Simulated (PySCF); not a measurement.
C$_{3}$H$_{5}$ (SMILES [CH]=CC), doublet (typed; the unrestricted solution is spin-contaminated), geometry from GFN2-xTB. Base run: CCSD(T)/cc-pVDZ (PySCF).

PySCF was given this input:
```python
from pyscf import gto, scf, cc

mol = gto.M(
    atom='''
C     1.325170    0.179964   -0.009489
C     0.060959    0.441362   -0.016029
H     2.256522    0.693605   -0.030098
H    -0.311249    1.475660   -0.052421
C    -1.045896   -0.572802    0.022998
H    -0.642507   -1.580553    0.058364
H    -1.670082   -0.408215    0.900581
H    -1.674084   -0.471648   -0.861307
''',
    basis='cc-pvdz',
    charge=0,
    spin=1,
    verbose=4,
    max_memory=1800,
)

mf = scf.UHF(mol)
mf.kernel()

mycc = cc.CCSD(mf, frozen=3)
mycc.kernel()
et = mycc.ccsd_t()
print('E(CCSD(T)) = %.10f' % (mycc.e_tot + et))
```

Variants of this job, named by their change:

```csv
change,ΔE vs base (kcal/mol),MP2 correlation (Eh),CC correlation without the perturbative part (Eh),basis functions
base,0.000,-0.37317,-0.42193,67
method = cisd,39.67,-,-,67
method = mp2,39.05,-0.37317,-,67
method = ccsd,___,-0.37317,-0.42193,67
```

### Question
Complete the blanks.

### Answer

- method = ccsd, ΔE vs base (kcal/mol): 8.46

Open shells are given as the SCF converged; they aren't shown to be the lowest states, and a large step between rows can be another state.
